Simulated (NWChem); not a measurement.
Species: CH6ClNSi; SMILES C[Si@H](N)Cl

```xyz
10

C     -1.3687    -1.4183     0.2397
Si     0.0524    -0.3758    -0.3916
N      1.5505    -1.0656     0.1064
Cl    -0.2685     1.5923     0.3060
H     -1.3062    -2.4322    -0.1713
H     -1.3517    -1.4908     1.3333
H     -2.3315    -0.9842    -0.0489
H      0.0998    -0.2522    -1.8661
H      2.4140    -0.7053    -0.2843
H      1.6835    -1.3243     1.0780
```
Atoms are numbered in this order, from 1.

The geometry was optimised at B3LYP/6-31G* (spherical d).

### Question
Give the principal values of the shielding tensors (ppm) of C1, Si2, N3, Cl4 from KT2/pcSseg-1, GIAO (NWChem), with their diamagnetic and paramagnetic parts as GIAO splits them.

### Answer
```
atom    σ11    σ22    σ33  isotropic  diamagnetic  paramagnetic
----  -----  -----  -----  ---------  -----------  ------------
C1    169.1  181.6  194.0      181.6        254.7         -73.2
Si2   316.7  358.4  399.5      358.2        883.6        -525.4
N3    206.5  215.9  244.3      222.2        318.7         -96.5
Cl4   697.8  842.0  982.7      840.8       1150.8        -310.0
```
